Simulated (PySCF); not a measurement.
## Unknown: peak-picked proton spectrum

Formula C5H8O2. The spectrum was simulated from the full spin Hamiltonian at 600 MHz with 1.0 Hz Lorentzian lines, from shifts rounded to 0.01 ppm and J to 0.1 Hz, couplings under 1 Hz left out.

Maxima in Hz from TMS (height), grouped by integral:
1H: 4661.7 (17), 4654.0 (17), 4646.1 (17), 4638.4 (17)
1H: 3037.8 (34), 3022.2 (33)
1H: 2817.9 (34), 2810.2 (34)
2H: 1368.8 (16), 1360.3 (49), 1351.9 (50), 1343.4 (17)
3H: 662.5 (51), 654.0 (100), 645.5 (48)

How the numbers were obtained: geometry: PBE0-D3(BJ)/def2-SVP, J: B3LYP/pcJ-1 (without the spin–dipole term), σ from GIAO-PBE0/pcSseg-1, in PySCF 2.14 (a single conformation, no relativistic terms, one averaged value for each set of equivalent atoms, no solvent model).

Chemical shifts δ = σref − σ; ¹H against TMS, all at this level.

Problem. Analyse the multiplets.

Solution. ¹H NMR (600 MHz, computed): δ 7.75 (dd, J = 15.6, 7.7 Hz, 1H), 5.05 (d, J = 15.6 Hz, 1H), 4.69 (d, J = 7.7 Hz, 1H), 2.26 (q, J = 8.5 Hz, 2H), 1.09 (t, J = 8.5 Hz, 3H). These are first-order names from the parameters used; overlap and second-order distortion can hide them in the list.

Problem. What is the compound?

Solution. vinyl propionate (SMILES C=COC(=O)CC).

Structure with atom numbers: `[CH2:1]=[CH:2][O:3][C:4](=[O:5])[CH2:6][CH3:7]`. Each H is labelled by its parent atom. Ha(C1) is cis to O3; Hb(C1) is trans to O3.

δ 7.75: H(C2), hydrogen on an alkene carbon bearing oxygen, coupled to Ha(C1) (15.6 Hz), Hb(C1) (7.7 Hz). δ 5.05: Ha(C1), hydrogen on a β carbon of an enol-ether or enamine type C=C, coupled to H(C2) (15.6 Hz). δ 4.69: Hb(C1), hydrogen on a β carbon of an enol-ether or enamine type C=C, coupled to H(C2) (7.7 Hz). δ 2.26: H(C6), hydrogen on an sp3 CH2 α to a carbonyl, coupled to H(C7) (8.5 Hz). δ 1.09: H(C7), hydrogen on a methyl carbon, coupled to H(C6) (8.5 Hz).

The shifts were computed for this structure.

Splittings below 1 Hz are ignored in the labels, and close J values are merged. Unscaled 3J(H,H) at this level run about 10 % above measured values.
